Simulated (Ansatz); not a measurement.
Reaction (isomerisation): `BC1OC1=C` → `CC#CBO`

Calculated with Ansatz (gas phase, PBE0-D4/def2-TZVP geometries, no zero-point term in ΔE). CBS: MP2 limit from def2 TZ/QZ plus the TZ coupled-cluster correction, frozen cores. DFT in def2-TZVPP. HSE06 is defined as in plane-wave codes. One conformer a species, not always the lowest.

Problem. Is it downhill or uphill in electronic energy at CCSD(T)/CBS, and by how much? (An estimate is asked.)

Solution. Ansatz gave: Downhill: ΔE = -3.03 eV.

Problem. What do these levels give: PBE-D4, ωB97M-V, PBE-QIDH, HSE06, CCSD(T)/def2-SVP, HF/def2-TZVPP? (An estimate is asked.)

Solution. Ansatz gave: PBE-D4 -2.65, ωB97M-V -2.89, PBE-QIDH -2.92, HSE06 -2.76, CCSD(T)/def2-SVP -3.05, HF/def2-TZVPP -3.17 eV.

Largest T1 diagnostic among the species: 0.014.

From PBE to PBE0 (25 % exact exchange), in def2-TZVPP and without D4, ΔE moves by −0.08 eV. Leaving LDA and LC-ωPBE aside and taking each functional with its dispersion term where it has one, the values, not all of them listed here, spread over 0.44 eV, from B2PLYP to revPBE-D4. LDA lies +0.04 eV from PBE without D4.
